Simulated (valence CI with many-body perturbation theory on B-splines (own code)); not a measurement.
## Level structure of Tm XXIX

Level of theory: valence CI with perturbative core correlation (CI+MBPT): five valence electrons over a frozen Dirac-Fock core [Kr], a basis of 7 s, 7 p, 8 d, 6 f, 4 g, 1 h functions for each j, with the one-electron correlation potential Σ1 (screened to all orders), the two-electron term Σ2, the three-electron term Σ3, Breit, model QED; selected single and double excitations, second order for the rest (own B-spline code, finite nucleus).

The last digits are not significant, and no measured levels were compared; by estimate large intervals hold to a few tenths of a per cent, small ones and those within an open d or f shell to about a per cent. Only levels of the ground parity were solved; by the run's estimate the other parity begins above the list, which can be wrong where configurations are misplaced.

Levels 1 to 37 of 37, with energies above the lowest level, (4d3/2^4 4d5/2) J=5/2. "Leading %" is the weight of the configuration and term that name the level; weights of strongly mixed levels are sums over their largest components and can fall short. In the jj column 3d3/2^4 stands for four electrons in 3d with j = 3/2. Lifetimes count E1, E2, E3, M1 and M2 decay at the calculated energies, and are blank where another channel may lead or the interval is too uncertain; long ones can be off by a factor of two.

```
No.  Configuration  Term     J  E (eV)  Leading %      g  Second component  Lifetime               Leading jj
  1            4d5    4P   5/2   0.000         30  1.481       26 % 4d5 6S               4d3/2^4 4d5/2 (82 %)
  2            4d5    6S   5/2   7.905         37  1.292       24 % 4d5 2F    100 μs   4d3/2^3 4d5/2^2 (74 %)
  3            4d5    4G   7/2  11.999         39  1.155       22 % 4d5 4D    168 μs   4d3/2^3 4d5/2^2 (97 %)
  4            4d5    4D   3/2  12.397         42  1.226       32 % 4d5 4P   58.4 μs   4d3/2^3 4d5/2^2 (96 %)
  5            4d5    4G  11/2  12.818         42  1.132       37 % 4d5 2H             4d3/2^3 4d5/2^2 (96 %)
  6            4d5    4G   9/2  13.998         42  1.150       22 % 4d5 2G   14.5 ms   4d3/2^3 4d5/2^2 (90 %)
  7            4d5    4D   5/2  14.637         36  1.141       18 % 4d5 2D    352 μs   4d3/2^3 4d5/2^2 (81 %)
  8            4d5    4P   1/2  15.296         51  1.814       23 % 4d5 4D   2.47 ms   4d3/2^3 4d5/2^2 (81 %)
  9            4d5    2F   7/2  16.620         37  1.101       27 % 4d5 2G   1.32 ms   4d3/2^3 4d5/2^2 (92 %)
 10            4d5    2D   5/2  19.933         33  1.240       21 % 4d5 4G   34.6 μs   4d3/2^2 4d5/2^3 (73 %)
 11            4d5    2D   3/2  20.661         53  0.786       25 % 4d5 4F    255 μs   4d3/2^3 4d5/2^2 (72 %)
 12            4d5    4D   7/2  22.046         51  1.217       36 % 4d5 4G   71.6 μs   4d3/2^2 4d5/2^3 (96 %)
 13            4d5    2I  11/2  22.629         54  1.076       43 % 4d5 4G    101 μs   4d3/2^2 4d5/2^3 (96 %)
 14            4d5    4G   9/2  23.248         51  1.147       40 % 4d5 2G    104 μs   4d3/2^2 4d5/2^3 (90 %)
 15            4d5    4D   1/2  23.857         74  0.599       13 % 4d5 4P   56.6 μs   4d3/2^2 4d5/2^3 (94 %)
 16            4d5    2I  13/2  24.560        100  1.074                      472 μs  4d3/2^2 4d5/2^3 (100 %)
 17            4d5    4P   3/2  24.668         52  1.197       32 % 4d5 4F   30.6 μs   4d3/2^2 4d5/2^3 (93 %)
 18            4d5    2F   5/2  25.183         41  1.016       26 % 4d5 4D   59.2 μs   4d3/2^2 4d5/2^3 (92 %)
 19            4d5    2H   9/2  27.236         52  1.109       47 % 4d5 4F   42.4 μs   4d3/2^2 4d5/2^3 (99 %)
 20            4d5    2G   7/2  27.806         61  0.989       34 % 4d5 2F    165 μs   4d3/2^2 4d5/2^3 (98 %)
 21            4d5    4F   5/2  28.233         59  1.042       24 % 4d5 2D   44.5 μs   4d3/2^2 4d5/2^3 (95 %)
 22            4d5    2D   3/2  29.021         87  0.828        4 % 4d5 4F    108 μs   4d3/2^2 4d5/2^3 (72 %)
 23            4d5    2S   1/2  30.360         39  1.832       32 % 4d5 4P   48.4 μs   4d3/2^2 4d5/2^3 (68 %)
 24            4d5    2F   7/2  30.491         41  1.052       41 % 4d5 2G   70.8 μs   4d3/2^2 4d5/2^3 (89 %)
 25            4d5    2G   9/2  33.015         70  1.104       16 % 4d5 2H    117 μs   4d3/2^2 4d5/2^3 (88 %)
 26            4d5    4P   5/2  33.657         36  1.244       25 % 4d5 2F   18.3 μs     4d3/2 4d5/2^4 (87 %)
 27            4d5    4F   7/2  36.502         32  1.193       30 % 4d5 2F   27.0 μs     4d3/2 4d5/2^4 (97 %)
 28            4d5    2H  11/2  37.461         59  1.069       26 % 4d5 2I   31.2 μs     4d3/2 4d5/2^4 (98 %)
 29            4d5    2D   3/2  37.508         49  0.968       18 % 4d5 4D   28.8 μs     4d3/2 4d5/2^4 (66 %)
 30            4d5    2D   5/2  38.228         66  1.136       22 % 4d5 2F   41.4 μs   4d3/2^2 4d5/2^3 (64 %)
 31            4d5    2P   3/2  38.293         64  1.161       13 % 4d5 2D   43.4 μs   4d3/2^2 4d5/2^3 (64 %)
 32            4d5    2G   9/2  39.866         66  1.113       14 % 4d5 2H   39.5 μs     4d3/2 4d5/2^4 (87 %)
 33            4d5    2D   5/2  41.242         67  1.112       21 % 4d5 2F   34.9 μs     4d3/2 4d5/2^4 (62 %)
 34            4d5    2G   7/2  42.142         62  0.987       29 % 4d5 2F   37.8 μs     4d3/2 4d5/2^4 (92 %)
 35            4d5    2P   1/2  45.206         66  1.080       27 % 4d5 2S   34.8 μs     4d3/2 4d5/2^4 (80 %)
 36            4d5    2D   3/2  50.049         76  0.879       18 % 4d5 2P   22.7 μs     4d3/2 4d5/2^4 (89 %)
 37            4d5    2D   5/2  51.681         54  1.156       19 % 4d5 2F   13.7 μs           4d5/2^5 (81 %)
```

Where two levels of one J and parity lie close, their mixing, g and order are uncertain.

The ionisation energy to 4d4 3P_0 of the next ion comes out as 1051.3 eV (NIST: 1050 ± 4 eV (theoretical)). All 37 levels together are meant to be complete up to 53.782 eV.
